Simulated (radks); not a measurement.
Coulomb parameter of the 3d shell of the manganese ion Mn+ in the model configuration [Ar] 3d5 4s1, as a second difference U = [E(n + 0.5) + E(n - 0.5) - 2 E(n)] / (0.5)^2 with all orbitals relaxed. "Bare": the charge of the atom changes with n. "Screened": the 4s shell takes up the change at fixed total charge, which measures U(3d,3d) + U(4s,4s) - 2 U(3d,4s). All-electron calculation, Dirac Kohn-Sham, PBE, spin-unpolarised, spherical densities, finite nucleus; open shells are shared between the two j in proportion to 2j + 1; Fermi nuclear charge, rms radius 3.7057 fm. Program: a radial shooting solver on a logarithmic mesh with Libxc functionals.

| case | configuration | E - E(n) (eV) |
|---|---|---|
| start | [Ar] 3d5 4s1 | 0.000 |
| bare +0.5 | [Ar] 3d5.5 4s1 | -5.833 |
| bare -0.5 | [Ar] 3d4.5 4s1 | 9.229 |
| screened +0.5 | [Ar] 3d5.5 4s0.5 | -1.139 |
| screened -0.5 | [Ar] 3d4.5 4s1.5 | 1.931 |

U(bare) = 13.582 eV, U(screened by 4s) = 3.168 eV.
